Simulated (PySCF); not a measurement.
**Polarisability and C₆ of Cu(2+) (copper, charge +2)**

[Ar] 3d8 4s1, high-spin 4F determinant (an excited configuration). Computed with PySCF 2.14 in aug-cc-pVDZ-PP with ECP10MDF (5s5p4d2f, 54 functions), with scalar relativity through the core potential. Coupled (time-dependent) response in atomic units; α is the mean over directions. A double-zeta set is small for polarisabilities.

| method | mean α (bohr³) | C₆ (like pair) | S(−4) |
| --- | --- | --- | --- |
| UHF | 15.37 | 52.76 | 224.3 |
| PBE | 11.67 | 38.00 | 117.8 |
| PBE0 | 12.51 | 41.18 | 139.2 |
| BLYP | 11.08 | 35.59 | 104.9 |
| wB97M-V | 14.65 | 50.02 | 201.4 |

S(−4) is the Cauchy moment in α(ω) = α(0) + S(−4) ω² + …

α(iu) at wB97M-V:

| u (hartree) | α(iu) (bohr³) |
| --- | --- |
| 0 | 14.65 |
| 0.0500 | 14.16 |
| 0.100 | 12.90 |
| 0.200 | 9.651 |
| 0.300 | 7.008 |
| 0.500 | 4.111 |
| 0.750 | 2.607 |
| 1.00 | 1.912 |
| 1.50 | 1.274 |
| 2.00 | 0.9668 |
| 3.00 | 0.6406 |
| 5.00 | 0.3431 |

A single London oscillator, α(iu) = α/(1 + u²/ω²), gives C₆ = (3/4) ω α². Matching the computed C₆ needs ω = 4 × 50.02 / (3 × 14.65²) = 0.311 hartree.

For an ion, C₆ is the dispersion term alone; charge-induced terms of lower order in 1/R come first.

Energies and moments cover only the electrons outside the core potential.
